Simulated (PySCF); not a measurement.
NMR data simulated for an unnamed compound:

1H NMR (500 MHz, computed): δ 6.98 (m, 1H), 6.68 (m, 1H), 6.66 (m, 1H), 5.87 (m, 2H), 5.25 (d, 1H).

13C{1H} NMR (computed): δ 163.9 (CH), 151.5 (CH2), 150.1 (C), 124.3 (C), 100.8 (CH).

Relativity neglected, equivalent nuclei averaged, single conformer, isolated molecule. Shielding tensors at PBE0/pcSseg-1 (GIAO); GFN2-xTB structure; PySCF 2.14.

δ = σ(ref) − σ, references computed at the same level: 1H and 13C against TMS.

Q: Which of these does the molecule contain: a non-aromatic C=C double bond, a tert-butyl group, a heteroaromatic ring, a Si–H bond, a three-membered ring, a nitrile?

A: 
- A non-aromatic C=C double bond: yes.
- A tert-butyl group: no.
- A heteroaromatic ring: no.
- A Si–H bond: yes (δH 5.87 (m)).
- A three-membered ring: no.
- A nitrile: yes (δC 124.3).

The data belong to SMILES C(/C=C\C(=C)[SiH2]F)#N, C5H6FNSi; they needn't prove each group on their own.

Carbon signals by region: 1 in the far downfield region (above 160 ppm), 4 in the sp2 and nitrile region (100–160 ppm). Above 160 ppm: 163.9, alkene CH.

Splittings by 19F in the carbon and heteronuclear signals aren't shown, as no couplings were computed. Shifts are as computed. Against solution values, carbons near 30 ppm lie about +3 ppm off and those near 130 ppm about +5 ppm. Of 1211 compounds with measured shifts, 218 miss one by over three times the rms of a fit or turn the order of signals round; such compounds aren't used in these exercises. Multiplicities follow the n + 1 count of equivalent neighbours, as no J values were calculated; m marks all less simple cases, F and P coupling included.
